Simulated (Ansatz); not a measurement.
C$_{2}$H$_{7}$FGeOS (`C[O][Ge]([CH3])([F])[SH]`). The species carries charge 0 and has multiplicity 1. The structure was optimised at the PBE0-D4/def2-TZVP level. It is one conformer, not always the lowest.

```xyz
13

C    -2.097    0.285    0.642
O    -0.792    0.794    0.461
Ge    0.516   -0.237   -0.100
C     2.089    0.854   -0.263
F     0.751   -1.458    1.123
S    -0.062   -1.398   -1.896
H    -2.449   -0.254   -0.244
H    -2.762    1.133    0.819
H    -2.147   -0.386    1.506
H     1.970    1.547   -1.096
H     2.957    0.221   -0.440
H     2.224    1.419    0.660
H    -0.198   -2.520   -1.170
```

Question: What is the dipole moment at r2SCAN/def2-TZVPP? (Estimate.)

Answer: Computed: 0.89 D, with components (0.26, 0.71, -0.48) D in this frame, pointing from negative to positive charge.

Question: And with PBE, B3LYP, ωB97M-V? (Estimate.)

Answer: Computed: PBE 0.89 D, B3LYP 0.93 D, ωB97M-V 0.92 D.

Question: Give the Mulliken charges with r2SCAN, ωB97M-V, PBE in def2-TZVPP. (Estimate.)

Answer: Computed: 
```csv
atom,r2SCAN,ωB97M-V,PBE
C1,0.00,-0.18,-0.14
O2,-0.42,-0.41,-0.34
Ge3,0.80,0.75,0.72
C4,-0.27,-0.41,-0.35
F5,-0.39,-0.38,-0.35
S6,-0.34,-0.30,-0.33
H7,0.06,0.11,0.09
H8,0.06,0.12,0.10
H9,0.07,0.13,0.10
H10,0.09,0.14,0.12
H11,0.10,0.14,0.12
H12,0.10,0.15,0.13
H13,0.13,0.14,0.14
```

B3LYP here is the variant with VWN-RPA as its local correlation; programs differ in this.
